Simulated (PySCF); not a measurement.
## NMR data sheet: C$_{5}$H$_{8}$O$_{4}$Si

| Quantity | Value |
| --- | --- |
| Formula | C5H8O4Si |
| SMILES | CO/C=C(\OC=O)C(=O)[SiH3] |
| InChI | InChI=1S/C5H8O4Si/c1-8-2-4(5(7)10)9-3-6/h2-3H,1,10H3/b4-2- |
| Point group of the computed structure | C1 |
| Degrees of unsaturation | 3 |
| Carbon signals | 5 |
| Proton signals | 4 |

Structure with atom numbers: `[CH3:1][O:2]/[CH:3]=[C:4](\[O:5][CH:6]=[O:7])[C:8](=[O:9])[SiH3:10]`. Each H is labelled by its parent atom.

All values are calculated (PySCF 2.14): coordinates at the GFN2-xTB level, σ from GIAO-PBE0/pcSseg-1. Non-relativistic Hamiltonian, fast rotation and ring inversion assumed for equivalent nuclei, in vacuum, single conformer.

Scale: TMS for ¹H and ¹³C and ²⁹Si; H2O for ¹⁷O (reference shieldings calculated alike).

| carbon | δC, type | δH (multiplicity) | HMBC from (2–3 bonds) | span of the C tensor (ppm) |
| --- | --- | --- | --- | --- |
| C1 | 61.8, CH3 | 4.05 (s) | H(C3) | 94 |
| C3 | 152.2, CH | 7.18 (s) | H(C1) | 136 |
| C4 | 138.0, C | – | H(C6), H(C3), H(Si10) | 128 |
| C6 | 160.2, CH | 8.11 (s) | – | 170 |
| C8 | 222.5, C | – | H(C3), H(Si10) | 210 |

Other nuclei:
| atoms | nucleus | environment | δ (ppm) | σ (ppm) |
| --- | --- | --- | --- | --- |
| H(Si10) | ¹H | hydrogen on a silicon bonded to C | 4.14 | 27.58 |
| Si10 | ²⁹Si | silicon bonded to C, 3 H | -83.5 | 432.6 |
| O9 | ¹⁷O | carbonyl oxygen | 730.2 | -394.1 |
| O7 | ¹⁷O | ester carbonyl oxygen | 461.8 | -125.7 |
| O5 | ¹⁷O | ester alkoxy oxygen | 233.7 | 102.4 |
| O2 | ¹⁷O | ether oxygen | 126.8 | 209.2 |

1. Carbon types of the structure: 2 × C, 2 × CH, 1 × CH3, leaving 3 H on heteroatoms.
2. δC 222.5: carbonyl carbon.
3. δC 160.2: ester carbonyl carbon; it is a carbonyl in resonance with an O or N lone pair, the region of acids, esters and amides.
4. δC 152.2, 138.0: alkene carbon bearing oxygen; an sp2 carbon further deshielded by the attached heteroatom.
5. δC 61.8: methyl carbon bonded to O; deshielded by the electronegative neighbour.
6. δH 7.18: hydrogen on an alkene carbon bearing oxygen; a vinylic proton, deshielded by the sp2 carbon and the C=C anisotropy.

Shifts are as computed. Against solution values, carbons near 30 ppm lie about +3 ppm off and those near 130 ppm about +5 ppm. Of 1309 compounds with measured shifts, 239 miss one by over three times the rms of a fit or turn the order of signals round; such compounds aren't used in these exercises. Unscaled 17O shifts of doubly bonded oxygen tend to come out too high, by tens of ppm or more. Experimental scales use liquid or dissolved standards, which lie at an offset from isolated H2O (liquid H2O: subtract about 36 ppm). Multiplicities follow the n + 1 count of equivalent neighbours, as no J values were calculated; m marks all less simple cases, F and P coupling included.
